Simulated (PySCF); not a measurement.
**Energy profile**

The step: ZnCl₂ + H₂ → ZnHCl ([Cl][ZnH]) + HCl; bonds formed: Zn1–H5, Cl2–H4; bonds broken: Zn1–Cl2, H4–H5 (atoms numbered as in the saddle structure below).

Zn1  (-0.257, 0.403, -0.408)
Cl2  (0.469, -1.756, 0.502)
Cl3  (-1.231, 0.895, -2.200)
H4  (0.576, -0.326, 1.053)
H5  (0.442, 0.784, 1.053)
(Å)

Electronic energies by CCSD(T) at an estimated basis limit (MP2 extrapolated from triple and quadruple zeta, plus CCSD(T) − MP2 in triple zeta), on PBE0-D4/def2-TZVP structures; ZnH$_{2}$Cl$_{2}$, closed shell; no counterpoise correction. PySCF 2.14 with density fitting (its default auxiliary sets; JK sets also for MP2 and CCSD(T)); basis: def2-TZVPP and def2-QZVPP; cores frozen in the correlated methods. The 3s and 3p shells of Cu and Zn are frozen; filled d shells are correlated. Extrapolation: Hartree–Fock as exp(−7.88 √X), correlation as X^−2.97.

(1) Give the profile in kJ/mol, counted from the separated reactants. (An estimate is asked for; the value comes from the calculation.)

No T1 diagnostic of these runs exceeds 0.015.

Results:

(1) By the calculation:
```json
{"point": "separated: ZnCl$_{2}$ (linked as [Cl][Zn][Cl]; Zn1, Cl2, Cl3; singlet) + H$_{2}$ (H4, H5; singlet)", "kJ/mol": "0.0"}
{"point": "start structure", "kJ/mol": "-5.2"}
{"point": "saddle", "kJ/mol": "152.8"}
{"point": "end structure", "kJ/mol": "93.6"}
{"point": "separated: ZnHCl (linked as [Cl][ZnH]; Zn1, Cl3, H5; singlet) + HCl (Cl2, H4; singlet)", "kJ/mol": "106.5"}
```

For scale, one of the runs: CCSD(T)/def2-TZVPP, 176 basis functions, launched by `OMP_NUM_THREADS=4 python run.py`. Hardware: 4 CPU threads of an Arm Neoverse V1, shared host. Wall time 4.6 min; peak host memory 1.8 GiB.
